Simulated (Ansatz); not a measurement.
Relative stability

The two ends of one reaction step of BH$_{3}$BrO$_{2}$F, closed shell (PBE0-D4/def2-TZVP).

A:

```xyz
8
angstrom
B 0.1777 0.1353 -0.8112
F 0.5974 1.0881 0.0365
O 0.4491 0.3215 -2.1214
O -0.4852 -0.9547 -0.3574
H 0.1998 0.8747 2.2557
Br -0.4463 -0.1029 3.0674
H 0.1211 -0.3961 -2.6680
H -0.6137 -0.9658 0.5983
```

B:

```xyz
8
angstrom
B -0.5803 0.1265 -0.5455
F 1.7228 -0.2474 1.8283
O -1.4911 0.2453 -1.5286
O 0.4459 -0.7338 -0.5918
H 1.0342 0.3816 1.9297
Br -0.8550 1.3179 0.9926
H -1.3156 -0.3570 -2.2590
H 1.0392 -0.7330 0.1741
```

Computed with Ansatz 0.2.0 (basis: def2-TZVPP); correlated methods freeze the cores. Filled d shells of the heavier atoms are correlated. The def2 sets are not built for correlating such inner shells, so the correlated values are less sure here. B3LYP uses VWN-RPA correlation.

**Question.** Which structure is lower at CCSD(T), and by how much? (An estimate is asked for; the value comes from the calculation.)

**Answer.** Computed: A, by 52.6 kJ/mol (electronic energy, against the other). By their contacts, A is a complex of BH₂O₂F ([OH][B]([OH])[F]) + HBr and B is a complex of BH₂BrO₂ ([OH][B]([OH])[Br]) + HF.

All methods give the same order:

| method | E(B) − E(A) (kJ/mol) |
| --- | --- |
| SPW92 | 34.7 |
| PBE-D4 | 38.7 |
| BLYP-D4 | 48.8 |
| r2SCAN-D4 | 48.9 |
| B97M-V | 57.9 |
| PBE0-D4 | 44.5 |
| B3LYP-D4 | 53.2 |
| r2SCAN0-D4 | 51.3 |
| BHLYP-D4 | 60.3 |
| CAM-B3LYP-D4 | 57.8 |
| wB97X-V | 51.9 |
| wB97M-V | 51.0 |
| B2PLYP | 54.0 |
| PBE-QIDH | 47.4 |
| RPA on PBE | 54.6 |
| HF | 79.6 |
| MP2 | 44.5 |
| CCSD | 57.7 |
| CCSD(T) | 52.6 |

No T1 diagnostic of these runs exceeds 0.011.

Labels in which every atom is bracketed show which atoms are joined, not bond orders.

For scale, one of the runs: CCSD(T)/def2-TZVPP, 214 basis functions, launched by `ansatz run in.yaml --threads 8 --pin off --events-out ev --progress --plain --max-ram 19148MiB`. Time: 93 s of wall clock on 8 CPU threads of an Arm Neoverse V1; the host was shared. Peak host memory: 3.5 GiB.
